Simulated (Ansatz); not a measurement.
`Cl[SiH2][S][GeH2][Cl]` and `CCS[SiH2]Cl` differ in one atom or group.

Ansatz, PBE0-D4/def2-TZVP geometries, multiplicity 1. Each molecule was computed in one conformer, which needn't be the lowest.

Scalar relativity is left out up to krypton.

| property | `Cl[SiH2][S][GeH2][Cl]` |
| --- | --- |
| LUMO energy (PBE0/def2-TZVPP) / eV | -0.78 |
| HOMO–LUMO gap (PBE/def2-TZVPP) / eV | 5.06 |
| HOMO energy (ωB97M-V/def2-TZVPP) / eV | -10.15 |
| HOMO–LUMO gap (PBE0/def2-TZVPP) / eV | 7.21 |
| HOMO–LUMO gap (B3LYP/def2-TZVPP) / eV | 6.66 |
| HOMO energy (PBE0/def2-TZVPP) / eV | -8.00 |

Problem. What does the change do to each property? (Estimate.)

Solution. Computed: 
| property | `CCS[SiH2]Cl` | shift |
| --- | --- | --- |
| LUMO energy (PBE0/def2-TZVPP) / eV | -0.15 | 0.63 |
| HOMO–LUMO gap (PBE/def2-TZVPP) / eV | 5.02 | -0.04 |
| HOMO energy (ωB97M-V/def2-TZVPP) / eV | -9.47 | 0.68 |
| HOMO–LUMO gap (PBE0/def2-TZVPP) / eV | 7.14 | -0.07 |
| HOMO–LUMO gap (B3LYP/def2-TZVPP) / eV | 6.69 | 0.03 |
| HOMO energy (PBE0/def2-TZVPP) / eV | -7.29 | 0.71 |

With PBE0 the HOMO rises by 0.71 eV and the LUMO rises by 0.63 eV, so the gap narrows by about 0.08 eV. PBE moves the HOMO by 0.70 eV and ωB97M-V by 0.68 eV.

B3LYP here is the variant with VWN-RPA as its local correlation; programs differ in this.
